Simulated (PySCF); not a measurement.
Species: In(H2O)H3.
Bonds: In1–O2. Hydrogens: H5, H6, H7 on In1; H3, H4 on O2.

Computed by this run: PBE0-D3(BJ)/def2-SVP geometry optimisation, gas phase, def2 core potentials past Kr in PySCF 2.14.0; density fitting, grid level 1; the optimiser is geomeTRIC in internal coordinates, started from a GFN2-xTB structure with every atom displaced at random (about 0.03 Å).

Step 0: E = -7297.2288 eV
```
atom  x, y, z in Å  |  force x, y, z in eV/Å
In1     0.1434   -0.1972   -1.0727   -1.277   1.498   0.183
O2      0.0527   -0.1013    1.3206    0.482   1.410   1.041
H3     -0.8773   -0.1944    1.6680    1.603   0.695  -0.252
H4      0.5647    0.7083    1.7047   -1.999  -2.166  -0.788
H5      1.7569   -0.1026   -1.3068    1.429   0.062  -0.112
H6     -0.7942    1.3645   -1.1652    0.342  -0.544  -0.012
H7     -0.7542   -1.5794   -1.2172   -0.580  -0.953  -0.059
```

Step 1: E = -7297.5506 eV
```
atom  x, y, z in Å  |  force x, y, z in eV/Å
In1     0.1136   -0.1556   -1.0781    0.007  -0.086  -0.099
O2      0.0691   -0.1070    1.3171    0.163  -0.370  -0.177
H3     -0.8223   -0.1463    1.6765   -0.097   0.099   0.083
H4      0.4960    0.6660    1.6930   -0.005   0.229   0.148
H5      1.8514   -0.0656   -1.3014   -0.220  -0.088   0.073
H6     -0.7857    1.3337   -1.1574   -0.035   0.108  -0.050
H7     -0.8301   -1.6273   -1.2182    0.187   0.107   0.022
```

Step 2: E = -7297.5638 eV
```
atom  x, y, z in Å  |  force x, y, z in eV/Å
In1     0.1072   -0.1466   -1.0859   -0.104   0.078  -0.033
O2      0.0790   -0.1165    1.3176    0.113  -0.125  -0.032
H3     -0.8129   -0.1468    1.6809   -0.062   0.033   0.027
H4      0.4965    0.6637    1.6988   -0.012   0.069   0.035
H5      1.8340   -0.0852   -1.2814   -0.050  -0.032   0.030
H6     -0.8021    1.3492   -1.1808    0.048  -0.017  -0.028
H7     -0.8098   -1.6198   -1.2177    0.068  -0.005   0.001
```

Problem. Estimate the geometry and energy of step 3. (The exact step hangs on the optimiser's Hessian estimate; all steps are aligned on step 2, rigid shifts and turns removed.)

Solution. E = -7297.5677 eV, largest force 0.089 eV/Å
```
atom  x, y, z in Å  |  force x, y, z in eV/Å
In1     0.0947   -0.1368   -1.0910   -0.081   0.036   0.005
O2      0.0883   -0.1248    1.3212    0.004   0.022   0.054
H3     -0.8045   -0.1485    1.6875    0.003  -0.016  -0.022
H4      0.4978    0.6617    1.7031    0.006  -0.013  -0.027
H5      1.8165   -0.0918   -1.2636    0.053  -0.008   0.003
H6     -0.8029    1.3572   -1.2058    0.009   0.019  -0.009
H7     -0.7980   -1.6190   -1.2199    0.006  -0.039  -0.004
```

The energy changes by -0.0039 eV. The first-order estimate −F·Δx gives -0.0068 eV and the mean of the old and new forces, exact on a quadratic surface, -0.0038 eV. The step makes an angle of 57° with the force vector and moves no atom by more than 0.026 Å.

The cost below is that of the whole optimisation. On an Arm Neoverse V2 with one thread, shared host with 192 logical CPUs at a one-minute load of 21, this took 7.8 s of wall time and 0.27 GiB of memory at its peak.
